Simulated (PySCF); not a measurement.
## Correlation energy of Kr²⁰⁺ (krypton, charge +20)

[Ne] 3s2 3p4, high-spin 3P determinant. All numbers are calculated (PySCF 2.14, no relativity, point nucleus, in an even-tempered Gaussian basis (17 s from 1.7 bohr⁻², ratio 2.5; 11 p from 2.2 bohr⁻², ratio 2.5; 5 d from 12 bohr⁻², ratio 2.7; 4 f from 18 bohr⁻², ratio 2.7)). Frozen: 1s2; 14 electrons correlated; the 18 highest virtual orbitals of each spin left out.

| level | correlation energy (mhartree) |
| --- | --- |
| CCSD | -552.23 |
| (T) | -2.43 |
| CCSD(T) | -554.66 |

Diagnostics: T1 = 0.0016, D1 = 0.0072, largest double amplitude 0.030.

Spin-orbit coupling is strong in this species (close to jj coupling), so the high-spin LS determinant is a model state, not a physical level.

Cost of the coupled-cluster step: about 60 core-seconds, for 14 correlated electrons.

At this charge a non-relativistic calculation is a model, useful for the Z dependence of the correlation energy.

Spin-orbit coupling is strong in this species, so the high-spin LS determinant is a model state.
